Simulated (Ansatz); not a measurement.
Ideal-gas functions of C2H4SSi (`C1=CS[SiH2]1`) at 600 K and 1 bar, from an Ansatz frequency run at PBE0-D4/def2-TZVP.

Molar mass 88.21 g/mol, point group Cs (symmetry number 1), electronic degeneracy 1, moments of inertia 67.232, 94.506, 155.826 u Å². Harmonic wavenumbers (cm⁻¹, unscaled): 242, 460, 509, 570, 608, 718, 721, 768, 824, 956, 968, 1064, 1275, 1554, 2232, 2239, 3163, 3236.

Use S(trans) = R[1.5 ln M + 2.5 ln T − 1.1517]; rotational temperatures θ = 24.2544 K / I; S(rot) = R[ln(√π/σ · √(T³/θAθBθC)) + 1.5]; for each mode x = 1.438777 ν̃/T, S = R[x/(eˣ − 1) − ln(1 − e⁻ˣ)] and H = RT x/(eˣ − 1); 1 cm⁻¹ = 0.0119627 kJ/mol; R = 8.31446 J/(mol·K).

By hand: the entropy, in J/(mol·K).

Translation 179.3. Rotation: θ = 0.3608, 0.2566, 0.1557 K, giving 114.6. Vibration, mode by mode: 12.95, 7.91, 7.15, 6.33, 5.88, 4.75, 4.73, 4.32, 3.88, 3.03, 2.96, 2.47, 1.65, 0.97, 0.25, 0.25, 0.04, 0.03, in all 69.6. Electronic 0.0. Sum 363.5 J/(mol·K).

By hand: H − E and G − E in kJ/mol, counted from the electronic energy.

Zero-point energy ½ × 22107 × 0.0119627 = 132.2; thermal vibration 25.7; translation, rotation and pV give 4 RT = 20.0. H − E = 177.9 kJ/mol, and G − E = 177.9 − 600 × 363.5/1000 = -40.2 kJ/mol.

Vibration gives 19 % of the entropy.
